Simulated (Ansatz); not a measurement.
`CCCCCCCCP(=O)(O)O` was relaxed with PBE-D4 (def2-SVP) in Ansatz in these states: charge +1 doublet, neutral singlet. The geometries follow in no particular order.

A:

```xyz
31

C    -1.2060   -3.9071    1.0774
C    -0.7578   -3.7376   -0.3565
C     0.4797   -2.8555   -0.6074
C     0.1297   -1.3569   -0.3426
C     1.3542   -0.4940   -0.6480
C     1.1467    0.9840   -0.1877
C     0.0769    1.7305   -0.9691
C     0.1343    3.2722   -0.8329
P    -0.3845    3.9046    0.7865
O    -0.7048    5.4021    0.7393
O    -1.6470    2.9653    1.1946
O     0.8266    3.5068    1.7919
H    -1.6624   -2.9734    1.4811
H    -0.3739   -4.2042    1.7463
H    -2.0102   -4.6704    1.1603
H    -1.6005   -3.4335   -1.0128
H    -0.4210   -4.7374   -0.7534
H     0.8295   -2.9521   -1.6558
H     1.3153   -3.1739    0.0500
H    -0.7373   -1.0569   -0.9676
H    -0.1823   -1.2570    0.7198
H     2.2471   -0.8848   -0.1176
H     1.5885   -0.5180   -1.7331
H     0.9354    1.0021    0.9011
H     2.1350    1.4769   -0.3299
H    -0.9418    1.3786   -0.7098
H     0.2088    1.5450   -2.0599
H    -0.5442    3.7540   -1.5671
H     1.1513    3.6848   -1.0012
H    -2.3409    3.4540    1.6856
H     0.9556    4.1519    2.5185
```

B:

```xyz
31

C     2.821    2.734    1.369
C     1.908    3.318    0.288
C     0.443    2.866    0.376
C     0.215    1.367    0.154
C    -1.266    0.972    0.173
C    -1.536   -0.532    0.046
C    -1.087   -1.133   -1.291
C    -1.494   -2.597   -1.517
P    -0.732   -3.852   -0.450
O    -0.842   -5.295   -0.852
O     0.819   -3.301   -0.345
O    -1.393   -3.545    1.031
H     2.892    1.629    1.302
H     2.448    2.980    2.386
H     3.852    3.134    1.288
H     2.308    3.057   -0.718
H     1.941    4.428    0.343
H    -0.155    3.431   -0.373
H     0.028    3.156    1.369
H     0.676    1.073   -0.815
H     0.752    0.778    0.931
H    -1.720    1.337    1.121
H    -1.800    1.516   -0.640
H    -1.041   -1.069    0.884
H    -2.625   -0.720    0.177
H     0.015   -1.056   -1.395
H    -1.519   -0.532   -2.121
H    -1.227   -2.926   -2.543
H    -2.591   -2.738   -1.414
H     1.411   -4.074   -0.251
H    -1.499   -4.405    1.486
```

Task: Judge from the bond lengths which geometry belongs to which state (an estimate).

Result: A is the charge +1 doublet (P9–O10 1.532 Å, C3–C4 1.562 Å, C5–C6 1.562 Å); B is the neutral singlet (P9–O10 1.503 Å, C3–C4 1.533 Å, C5–C6 1.534 Å).

At PBE-D4/def2-SVP the gap within one spin of the relaxed charge 1 doublet nearly closes, so an electron or hole may be smeared out by delocalisation error.
